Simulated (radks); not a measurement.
The numbers below are computed, except where a source is named.
Hf I, configuration [Xe] 4f14 5d2 6s2.

Code: a radial shooting solver on a logarithmic mesh with Libxc functionals. Model: scalar-relativistic Kohn-Sham, r2SCAN, spin-unpolarised, spherical densities, finite nucleus; meta-GGA in the generalised Kohn-Sham scheme; Fermi nuclear charge, rms radius 5.347 fm; hard spherical wall at 15 bohr.

Energy parts (Ry):
part                       energy
total                 -30155.4938
kinetic                33032.2499
electron-nucleus      -74386.3729
Hartree                11814.7584
exchange-correlation    -616.1292

Orbitals (lengths in bohr, moments of r in powers of bohr; <r^-3> diverges for s and p1/2):
orbital,occ.,eigenvalue (Ry),<r^-3>,<r^4>,<1/r>
1s,2,-4803.468,-,6.631e-07,83.78
2s,2,-823.3355,-,0.0001008,19.58
2p,6,-722.7797,17790,0.00007829,17.85
3s,2,-188.3021,-,0.003720,7.255
3p,6,-158.1143,3935,0.003982,6.720
3d,10,-122.3221,509.7,0.003100,6.348
4s,2,-38.33413,-,0.08906,3.061
4p,6,-28.38712,896.3,0.1185,2.790
4d,10,-15.46527,98.82,0.1799,2.473
5s,2,-5.05768,-,3.160,1.168
5p,6,-2.70139,118.1,6.597,0.9753
4f,14,-1.25849,15.53,0.9713,1.918
6s,2,-0.38646,-,299.7,0.3609
5d,2,-0.19021,4.367,141.2,0.5439
6p,0,-0.09225,6.679,1206,0.2597
7s,0,0.05307,-,9024,0.1354
5f,0,0.19110,0.002386,12140,0.1063

The highest occupied level is 5d at -2.588 eV. The density falls to 0.001 e/bohr^3 at r = 5.01 bohr. Summed over all electrons, <r^2> = 72.96 bohr^2, which gives a Langevin (diamagnetic) susceptibility term of -57.8 x 10^-6 cm^3/mol.
